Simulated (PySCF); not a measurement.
CH4Cd, SMILES [CH3][CdH] (PBE0/def2-SVP optimised geometry):

```
6

Cd    -0.415     0.088     0.000
H     -2.095     0.089     0.000
C      1.700     0.088     0.000
H      2.095     0.878    -0.658
H      2.093    -0.878    -0.355
H      2.094     0.262     1.014
```

Computed with PBE0/def2-TZVP, def2 effective core potentials past Kr (PySCF).

What are the frontier orbital energies and the dipole moment?

HOMO-2 -10.59 eV, HOMO-1 -8.88 eV, HOMO -7.26 eV, LUMO -0.36 eV, LUMO+1 -0.36 eV; dipole moment 0.44 D.

On the same geometry PySCF with PBE/def2-TZVP, def2 effective core potentials past Kr gives HOMO-2 -9.12 eV, HOMO-1 -7.74 eV, HOMO -6.17 eV, LUMO -1.04 eV, LUMO+1 -1.04 eV; dipole moment 0.49 D.
